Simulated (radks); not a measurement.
Values are calculated unless marked as measured or tabulated.
All-electron atom: Mn16+ in [He] 2s2 2p5 (the NIST ground configuration). Level of theory: non-relativistic Kohn-Sham, LDA (Slater exchange, Perdew-Wang correlation), spin-unpolarised, spherical densities, point nucleus (a radial shooting solver on a logarithmic mesh with Libxc functionals). Some entries of the table are withheld. Estimate them.

| orbital | occ. | eigenvalue (hartree) | <1/r> (bohr^-1) |
|---|---|---|---|
| 1s | 2 | -256.1082 | 24.50 |
| 2s | 2 | -46.77922 | (1) |
| 2p | 5 | (2) | 5.342 |
| 3s | 0 | -17.94221 | 2.150 |
| 3p | 0 | (3) | 2.106 |

Answer. 
(1) 2s <1/r> (bohr^-1): 5.388
(2) 2p eigenvalue (hartree): -43.40807
(3) 3p eigenvalue (hartree): -16.90251
